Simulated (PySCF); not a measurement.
PySCF input file for C4H6ClIn, SMILES C=[CH][In]([Cl])[CH]=C, PBE-D3(BJ)/def2-SVP. Geometry optimised at PBE-D3(BJ)/def2-SVP. The def2 effective core potentials stand for the cores of In; spin–orbit coupling is left out. Other conformers were not sampled.

```python
import numpy as np
from pyscf import gto, scf, dft, df
from pyscf.hessian import thermo

mol = gto.M(
    atom='''
    In   -0.08077875    0.14459592   -0.00000000
    Cl    1.88039866   -1.24047592    0.00000000
    C     0.38424436    2.24027473   -0.00000000
    C    -0.55424986    3.20704016    0.00000000
    H     1.45261456    2.52128687   -0.00000000
    H    -0.28475797    4.27996965    0.00000000
    H    -1.63744160    2.99229622    0.00000000
    C    -1.80342326   -1.13714591   -0.00000000
    C    -1.62827467   -2.47280684    0.00000000
    H    -2.82415394   -0.71510672    0.00000000
    H    -2.48382752   -3.17393682   -0.00000000
    H    -0.62083112   -2.92579160   -0.00000000
    ''',
    basis='def2-SVP',
    ecp={'In': 'def2-svp'},
    charge=0,
    spin=0,
    max_memory=1600,
    verbose=3,
)
mf = dft.RKS(mol, xc='pbe').density_fit(auxbasis='def2-universal-jkfit')
mf.disp = 'd3bj'
mf.grids.level = 3
mf.conv_tol = 1e-11
mf.max_cycle = 100
mf.kernel()

# [left out here: the lines that compute and print the analytic Hessian (its translational invariance restored by hand, since the grid's response is missing), thermochemistry and intensities]
```

It prints:

```
converged SCF energy = -805.696416868517

WARN: DFTD3 does not support analytical Hessian, using finite difference


WARN: Mole.unit (angstrom) is changed to Bohr

Mode                                 0                   1                   2
Irrep
Freq [cm^-1]                       43.2108             58.0058             78.5061
Reduced mass [au]                   3.7718              4.1921              2.2835
Force const [Dyne/A]                0.0041              0.0083              0.0083
Char temp [K]                      62.1707             83.4574            112.9527
Normal mode                   x     y     z       x     y     z       x     y     z
       0  In                 0.00  0.00  0.04    0.04 -0.00 -0.00   -0.00  0.00  0.02
       1  Cl                -0.00 -0.00 -0.05    0.01 -0.04  0.00   -0.00 -0.00  0.02
       2   C                -0.00  0.00  0.04   -0.06  0.02 -0.00    0.00 -0.00 -0.16
       3   C                -0.00 -0.00 -0.16   -0.15 -0.06  0.00    0.00  0.00  0.04
       4   H                -0.00  0.00  0.17   -0.09  0.12 -0.00    0.00 -0.00 -0.41
       5   H                -0.00 -0.00 -0.20   -0.25 -0.03  0.00    0.00  0.00 -0.05
       6   H                -0.00 -0.00 -0.31   -0.13 -0.15  0.00    0.00  0.00  0.30
       7   C                -0.00  0.00  0.02   -0.02  0.07 -0.00    0.00 -0.00  0.07
       8   C                -0.00  0.00 -0.10   -0.10  0.06  0.00    0.00 -0.00 -0.12
       9   H                 0.00  0.00  0.09    0.00  0.13 -0.00    0.00 -0.00  0.21
      10   H                -0.00  0.00 -0.13   -0.14  0.11  0.00    0.00 -0.00 -0.15
      11   H                -0.00  0.00 -0.18   -0.12  0.00  0.00    0.00  0.00 -0.26
Mode                                 3                   4                   5
Irrep
Freq [cm^-1]                       91.7696            137.7732            232.6653
Reduced mass [au]                   7.6796              2.3806              3.7868
Force const [Dyne/A]                0.0381              0.0266              0.1208
Char temp [K]                     132.0360            198.2249            334.7536
Normal mode                   x     y     z       x     y     z       x     y     z
       0  In                 0.01  0.03 -0.00   -0.00  0.00  0.04   -0.02  0.00  0.00
       1  Cl                -0.07 -0.09  0.00   -0.00 -0.00 -0.04   -0.00  0.03 -0.00
       2   C                -0.01  0.03  0.00   -0.00 -0.00 -0.08    0.10 -0.07 -0.00
       3   C                -0.04  0.00  0.00    0.00  0.00 -0.01    0.00 -0.17 -0.00
       4   H                -0.02  0.06  0.00    0.00 -0.00 -0.25    0.08 -0.01 -0.00
       5   H                -0.08  0.01  0.00    0.00  0.00 -0.12   -0.14 -0.13 -0.00
       6   H                -0.04 -0.03  0.00    0.00  0.00  0.16    0.03 -0.30  0.00
       7   C                 0.05 -0.03 -0.00    0.00 -0.00 -0.16   -0.03  0.07 -0.00
       8   C                 0.14 -0.02  0.00    0.00 -0.00  0.04    0.08  0.09 -0.00
       9   H                 0.02 -0.09 -0.00    0.00 -0.00 -0.43   -0.05  0.02 -0.00
      10   H                 0.18 -0.07  0.00    0.00 -0.00 -0.08    0.14  0.01 -0.00
      11   H                 0.17  0.06  0.00    0.00  0.00  0.30    0.12  0.18 -0.00
Mode                                 6                   7                   8
Irrep
Freq [cm^-1]                      282.4966            334.7505            418.1048
Reduced mass [au]                   4.1082             33.8431              1.3068
Force const [Dyne/A]                0.1932              2.2344              0.1346
Char temp [K]                     406.4497            481.6315            601.5597
Normal mode                   x     y     z       x     y     z       x     y     z
       0  In                -0.01 -0.04 -0.00    0.04 -0.03 -0.00   -0.00  0.00  0.00
       1  Cl                 0.03 -0.02  0.00   -0.12  0.08  0.00    0.00 -0.00 -0.00
       2   C                -0.08  0.02  0.00   -0.02 -0.01  0.00   -0.00 -0.00 -0.12
       3   C                -0.00  0.10  0.00    0.00  0.01  0.00    0.00 -0.00  0.03
       4   H                -0.07 -0.01  0.00   -0.02 -0.02  0.00   -0.00 -0.00  0.32
       5   H                 0.10  0.07  0.00    0.04  0.00  0.00    0.00 -0.00  0.52
       6   H                -0.02  0.20 -0.00   -0.00  0.05 -0.00    0.00  0.00 -0.36
       7   C                -0.05  0.10  0.00    0.02  0.01  0.00    0.00  0.00  0.07
       8   C                 0.09  0.12  0.00    0.01  0.01 -0.00   -0.00  0.00 -0.01
       9   H                -0.07  0.05  0.00    0.02  0.01  0.00    0.00  0.00 -0.24
      10   H                 0.19  0.01  0.00    0.01  0.01  0.00   -0.00  0.00 -0.36
      11   H                 0.15  0.25  0.00    0.01  0.01 -0.00   -0.00 -0.00  0.25
Mode                                 9                  10                  11
Irrep
Freq [cm^-1]                      460.3556            467.1968            519.8432
[...]
Freq [cm^-1]                     1191.0832           1200.1036           1358.5630
Reduced mass [au]                   1.3587              1.3341              1.1728
Force const [Dyne/A]                1.1357              1.1321              1.2754
Char temp [K]                    1713.7035           1726.6819           1954.6696
Normal mode                   x     y     z       x     y     z       x     y     z
       0  In                 0.00 -0.00 -0.00    0.00  0.00  0.00   -0.00 -0.00 -0.00
       1  Cl                -0.00 -0.00  0.00   -0.00  0.00 -0.00    0.00 -0.00  0.00
       2   C                 0.05  0.07 -0.00    0.04  0.05 -0.00   -0.00  0.00  0.00
       3   C                -0.08 -0.03  0.00   -0.06 -0.02  0.00    0.00 -0.00  0.00
       4   H                 0.21 -0.54  0.00    0.16 -0.42 -0.00   -0.00  0.01  0.00
       5   H                 0.19 -0.09 -0.00    0.13 -0.07 -0.00    0.02 -0.01  0.00
       6   H                -0.13  0.23 -0.00   -0.10  0.19 -0.00    0.01 -0.03  0.00
       7   C                 0.06  0.02 -0.00   -0.08 -0.03  0.00   -0.01  0.11  0.00
       8   C                -0.06  0.02  0.00    0.08 -0.02 -0.00    0.01 -0.02 -0.00
       9   H                -0.12 -0.42  0.00    0.16  0.55 -0.00   -0.06  0.01 -0.00
      10   H                 0.09 -0.16 -0.00   -0.11  0.21  0.00    0.37 -0.50  0.00
      11   H                 0.02  0.19  0.00   -0.03 -0.26 -0.00   -0.25 -0.62  0.00
Mode                                21                  22                  23
Irrep
Freq [cm^-1]                     1367.4080           1594.3506           1601.6182
Reduced mass [au]                   1.1851              4.6455              4.5198
Force const [Dyne/A]                1.3056              6.9574              6.8310
Char temp [K]                    1967.3957           2293.9156           2304.3721
Normal mode                   x     y     z       x     y     z       x     y     z
       0  In                -0.00 -0.00 -0.00   -0.00 -0.00 -0.00   -0.00 -0.00  0.00
       1  Cl                -0.00 -0.00 -0.00    0.00  0.00  0.00   -0.00 -0.00 -0.00
       2   C                -0.07  0.09  0.00    0.03 -0.03 -0.00   -0.11  0.13  0.00
       3   C                 0.01 -0.01 -0.00   -0.03  0.04  0.00    0.13 -0.14 -0.00
       4   H                -0.04 -0.05 -0.00    0.02  0.01 -0.00   -0.09 -0.07  0.00
       5   H                 0.60 -0.19  0.00    0.06  0.01 -0.00   -0.24 -0.06  0.00
       6   H                 0.16 -0.63  0.00   -0.02 -0.06 -0.00    0.07  0.25  0.00
       7   C                 0.00 -0.00  0.00   -0.01  0.17  0.00   -0.00  0.04  0.00
       8   C                 0.00  0.00  0.00    0.02 -0.19 -0.00    0.01 -0.05 -0.00
       9   H                 0.01  0.01 -0.00   -0.11  0.01  0.00   -0.03  0.00 -0.00
      10   H                -0.02  0.02  0.00   -0.22  0.09  0.00   -0.06  0.02 -0.00
      11   H                 0.01  0.02  0.00    0.20  0.15  0.00    0.05  0.04 -0.00
Mode                                24                  25                  26
Irrep
Freq [cm^-1]                     3030.8872           3033.7408           3082.4732
Reduced mass [au]                   1.0584              1.0590              1.0938
Force const [Dyne/A]                5.7284              5.7424              6.1231
Char temp [K]                    4360.7719           4364.8775           4434.9926
Normal mode                   x     y     z       x     y     z       x     y     z
       0  In                 0.00 -0.00 -0.00   -0.00 -0.00 -0.00   -0.00 -0.00  0.00
       1  Cl                -0.00 -0.00  0.00    0.00  0.00  0.00   -0.00  0.00 -0.00
       2   C                -0.00  0.00  0.00   -0.01 -0.01 -0.00    0.01  0.00 -0.00
       3   C                -0.00  0.00  0.00   -0.04  0.05  0.00   -0.00 -0.00  0.00
       4   H                 0.00  0.00  0.00    0.14  0.04 -0.00   -0.09 -0.02  0.00
       5   H                -0.00 -0.01  0.00   -0.20 -0.73  0.00    0.00  0.02 -0.00
       6   H                 0.01  0.00  0.00    0.57  0.13 -0.00    0.03  0.00  0.00
       7   C                 0.01  0.00  0.00    0.00 -0.00  0.00    0.07 -0.04 -0.00
       8   C                -0.00 -0.06 -0.00    0.00  0.00  0.00   -0.02  0.02  0.00
       9   H                -0.15  0.07 -0.00   -0.01  0.00 -0.00   -0.85  0.36 -0.00
      10   H                 0.59  0.47  0.00   -0.01 -0.01  0.00   -0.02 -0.01  0.00
      11   H                -0.54  0.23  0.00    0.01 -0.00  0.00    0.20 -0.09 -0.00
Mode                                27                  28                  29
Irrep
Freq [cm^-1]                     3084.9417           3122.8073           3128.3587
Reduced mass [au]                   1.0937              1.1147              1.1161
Force const [Dyne/A]                6.1326              6.4046              6.4353
Char temp [K]                    4438.5442           4493.0244           4501.0117
Normal mode                   x     y     z       x     y     z       x     y     z
       0  In                 0.00 -0.00  0.00   -0.00 -0.00  0.00    0.00  0.00 -0.00
       1  Cl                -0.00  0.00 -0.00   -0.00  0.00 -0.00    0.00 -0.00  0.00
       2   C                 0.08  0.01 -0.00    0.02  0.00 -0.00   -0.00 -0.00  0.00
       3   C                -0.02  0.00  0.00    0.07  0.06 -0.00   -0.00 -0.00  0.00
       4   H                -0.89 -0.23  0.00   -0.19 -0.05  0.00    0.01  0.00  0.00
       5   H                -0.00  0.01 -0.00   -0.14 -0.56  0.00    0.00  0.01  0.00
       6   H                 0.23  0.05  0.00   -0.70 -0.14  0.00    0.02  0.00  0.00
       7   C                -0.01  0.00 -0.00    0.00 -0.00 -0.00   -0.01  0.01 -0.00
       8   C                 0.00 -0.00  0.00   -0.00  0.00 -0.00   -0.09 -0.01  0.00
       9   H                 0.08 -0.03  0.00   -0.01  0.00 -0.00    0.15 -0.06  0.00
      10   H                 0.00  0.00 -0.00    0.01  0.01 -0.00    0.45  0.37  0.00
      11   H                -0.02  0.01  0.00    0.02 -0.01 -0.00    0.66 -0.30 -0.00
temperature 298.1500 [K]
pressure 101325.00 [Pa]
Rotational constants [GHz] 2.28932 1.31645 0.83582
Symmetry number 1
Zero-point energy (ZPE) 0.08140 [Eh]   213713.994 [J/mol]
                           tot       elec      trans        rot        vib
Entropy [J/mol/K]       416.368      0.000    175.094    122.322    118.953
Cv [J/mol/K]            123.004      0.000     12.472     12.472     98.060
Cp [J/mol/K]            131.318      0.000     20.786     12.472     98.060
Internal energy [J/mol]                      3718.434   3718.434 230798.465
Internal energy [Eh]   -805.60568  -805.69642
Enthalpy [J/mol]                             6197.391   3718.434 230798.465
Enthalpy [Eh]          -805.60473
Gibbs free energy [J/mol]                  -46006.812 -32751.728 195332.745
Gibbs free energy [Eh] -805.65202
mode   freq/cm-1   IR/(km/mol)
   1       43.21         0.263
   2       58.01         0.690
   3       78.51         0.020
   4       91.77         5.698
   5      137.77         1.807
   6      232.67         2.457
   7      282.50        12.065
   8      334.75        46.495
   9      418.10         1.356
  10      460.36        49.043
  11      467.20         9.754
  12      519.84        51.303
  13      941.74        27.535
  14      948.79         4.716
  15      956.17         9.685
  16      956.90        15.760
  17     1000.39        13.672
  18     1005.20        18.210
  19     1191.08        44.251
  20     1200.10         4.611
  21     1358.56        10.236
  22     1367.41         7.187
  23     1594.35         2.207
  24     1601.62         6.156
  25     3030.89        20.817
  26     3033.74        21.133
  27     3082.47        10.553
  28     3084.94         4.430
  29     3122.81         7.056
  30     3128.36         2.765
max |gradient| / (hartree/bohr): 0.00014288799362080853
APT charges: [ 1.2721 -0.5968 -0.3122 -0.0579 -0.0235  0.0172  0.0324 -0.319  -0.0663
 -0.0212  0.0159  0.0593]
```

The calculation finished and met its thresholds.

Cost: about 3 core-minutes (a rough figure).
